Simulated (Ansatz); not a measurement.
**quintet Fe: levels of theory in one basis**

A single Fe atom.

Basis set: cc-pVTZ (spherical functions). Left uncorrelated: 5 orbitals. Correlation on ROHF uses semicanonical orbitals with singles. Charge 0, multiplicity 5.

Computed with Ansatz (development build ahead of 0.2.0); each method stands on the lowest determinant of its kind that the runs found.

```tsv
method	E − E(ROHF) (eV)	<S²> of the determinant
ROHF	0.00	6.00
UHF	-0.17	6.02
ROHF-MP2	-14.34	–
UHF-MP2	-14.37	6.02
ROHF-CCSD	-14.29	–
UHF-CCSD	-14.29	6.02
ROHF-CCSD(T)	-14.67	–
UHF-CCSD(T)	-14.67	6.02
UHF-BCCD(T)	-14.68	6.02
```

Problem. Is a single determinant a sound starting point here?

Solution. By this sign, yes. Unrestricted orbitals gain 0.17 eV and <S²> is 6.02 against 6.00 for a pure state.
